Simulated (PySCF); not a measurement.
Ga(H)(SiH3)2 (GaH₇Si₂), SMILES [SiH3][GaH][SiH3]. Heavy atoms are numbered as in [GaH:1]([SiH3:3])[SiH3:7]. Hydrogens are named by the atom that carries them.

Geometry optimised at ωB97X-D3(BJ)/def2-SVP.

Calculation: PBE/pcSseg-1 (PySCF).

GIAO shieldings, no solvent; atoms alike by connectivity are averaged. δ = σ(ref) − σ: ¹H against TMS (σ = 31.49 ppm); ²⁹Si against TMS (σ = 335.4 ppm), references at their B3LYP-D3(BJ)/def2-TZVP geometries, non-relativistic.

Computed chemical shifts:
```
nucleus       atoms  count  δ (ppm)
-------  ----------  -----  -------
¹H         H on Ga1      1     8.69
¹H         H on Si3      6     3.93
²⁹Si     Si3 (SiH3)      2   -116.1
```
